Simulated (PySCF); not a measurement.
HCl₂HfO (SMILES [OH][Hf+]([Cl])[Cl]), charge +1, singlet, at a GFN2-xTB geometry (such geometries of metal compounds can be far from the true shape) (the multiplicity is a formal guess) (core potentials on Hf); PBE0/def2-SVP in PySCF.

The PySCF input:
```python
from pyscf import gto, scf, dft

mol = gto.M(
    atom='''
Hf    0.262805   -0.174646   -0.079199
Cl   -1.765701   -0.978754    0.317014
Cl   -0.154209    1.910895   -0.707713
O     1.430908   -0.324711    1.334596
H     2.269273   -0.674202    1.667476
''',
    basis='def2-svp',
    ecp={'Hf': 'def2-svp'},
    charge=1,
    spin=0,
    verbose=4,
)

mf = dft.RKS(mol)
mf.xc = 'pbe0'
mf.level_shift = 0.5
mf.max_cycle = 100
mf.kernel()
```

It wrote (shortened):

```
PySCF version 2.14.0

[INPUT] verbose = 4
[INPUT] num. atoms = 5
[INPUT] num. electrons = 54
[INPUT] charge = 1
[INPUT] spin (= nelec alpha-beta = 2S) = 0
[INPUT] symmetry False subgroup None
[INPUT] Mole.unit = angstrom
[INPUT] Symbol           X                Y                Z      unit          X                Y                Z       unit  Magmom
[INPUT]  1 Hf     0.262805000000  -0.174646000000  -0.079199000000 AA    0.496629474166  -0.330033108751  -0.149664419339 Bohr   0.0
[INPUT]  2 Cl    -1.765701000000  -0.978754000000   0.317014000000 AA   -3.336691307871  -1.849577003323   0.599069637653 Bohr   0.0
[INPUT]  3 Cl    -0.154209000000   1.910895000000  -0.707713000000 AA   -0.291412775943   3.611068202801  -1.337383744794 Bohr   0.0
[INPUT]  4 O      1.430908000000  -0.324711000000   1.334596000000 AA    2.704024229449  -0.613614859634   2.522020926940 Bohr   0.0
[INPUT]  5 H      2.269273000000  -0.674202000000   1.667476000000 AA    4.288304471870  -1.274057132634   3.151072959285 Bohr   0.0

nuclear repulsion = 222.167777739659
number of shells = 37
number of NR pGTOs = 160
number of NR cGTOs = 87
basis = def2-svp
ecp = {'Hf': 'def2-svp'}

******** <class 'pyscf.dft.rks.RKS'> ********
method = RKS
initial guess = minao
damping factor = 0
level_shift factor = 0.5
DIIS = <class 'pyscf.scf.diis.CDIIS'>
diis_start_cycle = 1
diis_space = 8
diis_damp = 0
SCF conv_tol = 1e-09
SCF conv_tol_grad = None
SCF max_cycles = 100
direct_scf = True
direct_scf_tol = 1e-13
XC library pyscf.dft.libxc version 7.1.2
    S. Lehtola, C. Steigemann, M. J. T. Oliveira, and M. A. L. Marques,  SoftwareX 7, 1–5 (2018)
XC functionals = pbe0
    C. Adamo and V. Barone,  J. Chem. Phys. 110, 6158 (1999)
    M. Ernzerhof and G. E. Scuseria,  J. Chem. Phys. 110, 5029 (1999)
radial grids:
    Treutler-Ahlrichs [JCP 102, 346 (1995); DOI:10.1063/1.469408] (M4) radial grids

becke partition: Becke, JCP 88, 2547 (1988); DOI:10.1063/1.454033
pruning grids: <function nwchem_prune>
grids dens level: 3
symmetrized grids: False
atomic radii adjust function: <function treutler_atomic_radii_adjust>
small_rho_cutoff = 0
Set gradient conv threshold to 3.16228e-05
Initial guess from minao.
tot grids = 85448
init E= -1031.20138782611
  HOMO = -0.430522683349198  LUMO = -0.06494783560629  gap/eV = 9.94780
cycle= 1 E= -1043.21181635704  delta_E=  -12  |g|= 0.862  |ddm|= 7.36
  HOMO = -0.455917143693288  LUMO = 0.0901864016603276  gap/eV = 14.86023
cycle= 2 E= -1043.33856577595  delta_E= -0.127  |g|= 0.563  |ddm|= 0.984
  HOMO = -0.528325351152443  LUMO = 0.158531437526234  gap/eV = 18.69033
cycle= 3 E= -1043.39758686858  delta_E= -0.059  |g|= 0.159  |ddm|= 0.384
  HOMO = -0.535661297619237  LUMO = 0.1892413903056  gap/eV = 19.72561
cycle= 4 E= -1043.4054087163  delta_E= -0.00782  |g|= 0.0612  |ddm|= 0.232
  HOMO = -0.530080538620862  LUMO = 0.18007977985305  gap/eV = 19.32445
cycle= 5 E= -1043.40718359295  delta_E= -0.00177  |g|= 0.0259  |ddm|= 0.087
  HOMO = -0.530613311002171  LUMO = 0.179933803179017  gap/eV = 19.33497
cycle= 6 E= -1043.40778347364  delta_E= -0.0006  |g|= 0.0154  |ddm|= 0.0537
  HOMO = -0.530368103779314  LUMO = 0.180921880387029  gap/eV = 19.35519
cycle= 7 E= -1043.4080294999  delta_E= -0.000246  |g|= 0.00978  |ddm|= 0.0356
  HOMO = -0.530605120609525  LUMO = 0.181441190386661  gap/eV = 19.37577
cycle= 8 E= -1043.40813153271  delta_E= -0.000102  |g|= 0.00638  |ddm|= 0.0234
  HOMO = -0.530503645366437  LUMO = 0.181407242093928  gap/eV = 19.37208
cycle= 9 E= -1043.40817517739  delta_E= -4.36e-05  |g|= 0.00407  |ddm|= 0.0146
  HOMO = -0.530446839557649  LUMO = 0.181388787172458  gap/eV = 19.37003
cycle= 10 E= -1043.40819326736  delta_E= -1.81e-05  |g|= 0.00257  |ddm|= 0.00906
  HOMO = -0.530456667161834  LUMO = 0.181434182096669  gap/eV = 19.37154
cycle= 11 E= -1043.40820063944  delta_E= -7.37e-06  |g|= 0.00167  |ddm|= 0.0057
  HOMO = -0.530438010815528  LUMO = 0.18144344687628  gap/eV = 19.37128
cycle= 12 E= -1043.40820370302  delta_E= -3.06e-06  |g|= 0.00107  |ddm|= 0.00362
  HOMO = -0.530432298099512  LUMO = 0.181452848717733  gap/eV = 19.37138
cycle= 13 E= -1043.40820496924  delta_E= -1.27e-06  |g|= 0.000685  |ddm|= 0.00231
  HOMO = -0.530434697652649  LUMO = 0.181452335532232  gap/eV = 19.37143
cycle= 14 E= -1043.4082054929  delta_E= -5.24e-07  |g|= 0.000443  |ddm|= 0.00147
  HOMO = -0.530430847075146  LUMO = 0.181451587108055  gap/eV = 19.37131
cycle= 15 E= -1043.40820571095  delta_E= -2.18e-07  |g|= 0.000286  |ddm|= 0.000946
  HOMO = -0.530431835738384  LUMO = 0.181451841368031  gap/eV = 19.37134
cycle= 16 E= -1043.40820580198  delta_E= -9.1e-08  |g|= 0.000184  |ddm|= 0.00061
  HOMO = -0.530431252281829  LUMO = 0.181453166463036  gap/eV = 19.37136
cycle= 17 E= -1043.40820583968  delta_E= -3.77e-08  |g|= 0.000121  |ddm|= 0.000393
  HOMO = -0.530430988986328  LUMO = 0.181451930973046  gap/eV = 19.37132
cycle= 18 E= -1043.40820585571  delta_E= -1.6e-08  |g|= 7.72e-05  |ddm|= 0.000254
  HOMO = -0.530431165170251  LUMO = 0.181451989259191  gap/eV = 19.37133
cycle= 19 E= -1043.40820586239  delta_E= -6.68e-09  |g|= 4.99e-05  |ddm|= 0.000164
  HOMO = -0.530431370153884  LUMO = 0.181451997785771  gap/eV = 19.37133
cycle= 20 E= -1043.40820586519  delta_E= -2.8e-09  |g|= 3.26e-05  |ddm|= 0.000106
  HOMO = -0.530431270090758  LUMO = 0.181451974612046  gap/eV = 19.37133
cycle= 21 E= -1043.40820586639  delta_E= -1.2e-09  |g|= 2.11e-05  |ddm|= 6.89e-05
  HOMO = -0.530431254941962  LUMO = 0.181451927018002  gap/eV = 19.37133
cycle= 22 E= -1043.40820586689  delta_E= -5.01e-10  |g|= 1.37e-05  |ddm|= 4.49e-05
  HOMO = -0.530431423242432  LUMO = -0.318549150286669  gap/eV = 5.76561
Extra cycle  E= -1043.40820586722  delta_E= -3.32e-10  |g|= 1.06e-05  |ddm|= 6.78e-05
converged SCF energy = -1043.40820586722
```
